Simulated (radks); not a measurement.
Values are calculated unless marked as measured or tabulated.
Question: Coherent X-ray form factor from a spherical all-electron density. Code: a radial shooting solver on a logarithmic mesh with Libxc functionals. Model: scalar-relativistic Kohn-Sham, LB94 model potential, spin-polarised, spherical densities, finite nucleus; Fermi nuclear charge, rms radius of each element as measured or else 0.836 A^(1/3) + 0.57 fm.

sin(theta)/lambda (1/angstrom),f0 (electrons)
0.05,17.647
0.1,16.674
0.15,15.294
0.2,13.763
0.25,12.289
0.3,10.999
0.4,9.102
0.5,7.934
0.6,7.159
0.8,5.970
1,4.861
1.25,3.643
1.5,2.740
2,1.766

The species is in the configuration that NIST lists as its ground one. Which atom or ion scatters so?

Answer: The potassium ion K+, [Ar]. Extrapolating in s^2 from the first two rows gives f0(0) = 18.0, near the electron count 18; among species with that count, the fall with angle is slower the higher Z, and the table is that of Z = 19; from so few rows the species is fixed only to a neighbour or two.
